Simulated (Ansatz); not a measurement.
```yaml
crystal:
  periodic: [false, false, false]
  atoms:
    - {symbol: O, position_ang: [-2.063922, 0.813138, -1.132478]}
    - {symbol: Ga, position_ang: [-0.585018, -0.047954, -0.293642]}
    - {symbol: C, position_ang: [1.224434, -0.376122, 0.718202]}
    - {symbol: S, position_ang: [0.166815, -1.986745, 0.100786]}
    - {symbol: H, position_ang: [-1.872771, 1.709232, -1.217227]}
    - {symbol: H, position_ang: [2.184202, -0.347740, 0.033550]}
    - {symbol: H, position_ang: [1.199173, -0.139335, 1.646451]}
basis:
  gaussian: {orbitals: aug-cc-pVTZ}
hamiltonian: {xc: {name: RPBE}, dispersion: d3bj}
relax: {f_tol: 0.001, max_steps: 3}
```

```sh
$ ansatz run in.yaml --threads 2 --pin off --events-out ev --progress --plain --max-ram 32768MiB --backend cuda --devices 0, --max-vram 18GiB
```

Output, abridged:

```
Functional definition: RPBE
1382 factors; their error is unknown
mean field evaluation 1: about -66323.9269 eV, gradient 1.0e2 eV
mean field evaluation 2: about -66222.1756 eV, gradient 2.0e2 eV
mean field evaluation 4: about -66340.4064 eV, gradient 4.3e1 eV
mean field evaluation 8: about -66345.2360 eV, gradient 5.6e-1 eV
mean field evaluation 16: about -66345.2022 eV, gradient 9.0e-4 eV
mean field -66345.20223777 eV, -2438.1412118447 hartree, gradient 5.3e-5 eV, S^2 0.000000; 0 other end points of the search recorded, 0 dependent functions left out
reference -66345.20229796 eV, -2438.1412140567 hartree; 32, 32 occupied and 238, 238 virtual orbitals, 1382 factors
relax step   1: F+E_penalty+E_count = -66346.26322674 eV  Δ(F+E_penalty+E_count) = +0.000e0 eV  max|allowed force component| = 9.305e0 eV/Å  Δτ_max = 0.0000 Å  (33 SCF iters, accepted)
1382 factors; their error is unknown
mean field -66346.07500674 eV, -2438.1732855127 hartree, gradient 1.8e-5 eV, S^2 0.000000; 0 other end points of the search recorded, 0 dependent functions left out
reference -66346.07506713 eV, -2438.1732877321 hartree; 32, 32 occupied and 238, 238 virtual orbitals, 1382 factors
relax step   2: F+E_penalty+E_count = -66347.14594875 eV  Δ(F+E_penalty+E_count) = -8.827e-1 eV  max|allowed force component| = 1.382e0 eV/Å  Δτ_max = 0.1452 Å  (41 SCF iters, accepted)
1382 factors; their error is unknown
mean field evaluation 32: about -66346.1963 eV, gradient 9.3e-4 eV
mean field -66346.16163817 eV, -2438.1764691593 hartree, gradient 1.4e-5 eV, S^2 0.000000; 0 other end points of the search recorded, 0 dependent functions left out
reference -66346.16169853 eV, -2438.1764713775 hartree; 32, 32 occupied and 238, 238 virtual orbitals, 1382 factors
relax step   3: F+E_penalty+E_count = -66347.23704798 eV  Δ(F+E_penalty+E_count) = -9.110e-2 eV  max|allowed force component| = 3.115e-1 eV/Å  Δτ_max = 0.1188 Å  (43 SCF iters, accepted)
Error: geometry relaxation did not converge after 3 steps: max|allowed force component| = 3.12e-1 eV/Å (threshold 1.0e-3). Raise `relax.max_steps` over both its present limit and 3, loosen `relax.f_tol`, or start from a geometry closer to equilibrium. Where this run's directory can be resumed (`checkpoint.write`), a resume goes on for up to `relax.max_steps` more
```

(1) Something in this input is off. What?

Answers

(1) The relaxation is allowed too few steps for its threshold. No converged result was reached.
